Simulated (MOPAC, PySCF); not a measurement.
H4OSi2, SMILES `O[Si][SiH3]` (lower singlet; H–O–Si–Si torsion 180°), neutral singlet in the gas phase. This singlet lies 1.20 eV below the relaxed triplet at the level frozen-core CCSD(T)/cc-pVTZ // PBE0-D3(BJ)/def2-TZVP (Ansatz).

Cartesian coordinates (Å):
SMILES: O[Si][SiH3]
```xyz
7

O      1.9757     0.1948    -0.0571
Si     0.9838    -0.9598     0.6094
Si    -1.1016     0.0456    -0.1051
H      2.9136     0.0357     0.0846
H     -0.9691     1.3040    -0.8914
H     -1.8628    -0.9463    -0.9233
H     -1.9398     0.3261     1.0997
```
Charge 0, spin multiplicity 1.

All levels are single points at this geometry (PBE0-D3(BJ)/def2-TZVP); Pople sets use spherical d functions. Orbital energies aren't observables, and empty levels follow the basis.

```csv
level,HOMO (eV),LUMO (eV),gap (eV),dipole (D),"vertical IE, Delta-SCF (eV)"
PBE-D3(BJ)/def2-TZVP in PySCF,-5.06,-3.20,1.86,1.84,–
PBE0-D3(BJ)/def2-TZVP in PySCF,-6.06,-2.38,3.68,1.79,–
B3LYP/3-21G in PySCF,-5.73,-2.33,3.40,2.29,–
B3LYP/6-311+G** in PySCF,-5.98,-2.65,3.33,1.82,–
B3LYP/6-31G* in PySCF,-5.74,-2.35,3.39,1.97,8.06
B3LYP/LANL2DZ in PySCF,-5.94,-2.63,3.31,1.84,–
M06-2X/6-31G* in PySCF,-6.87,-1.33,5.53,1.99,–
PBE/6-31G* in PySCF,-4.93,-3.01,1.92,1.99,7.93
SVWN5/6-31G* in PySCF,-4.99,-3.13,1.85,2.01,8.06
HF/6-31G* in PySCF,-8.21,0.92,9.13,1.78,7.28
HF/STO-3G in PySCF,-5.19,6.34,11.53,2.39,–
AM1 in MOPAC,-7.90,-1.03,6.88,2.64,–
PM3 in MOPAC,-7.83,-1.64,6.19,2.22,–
```
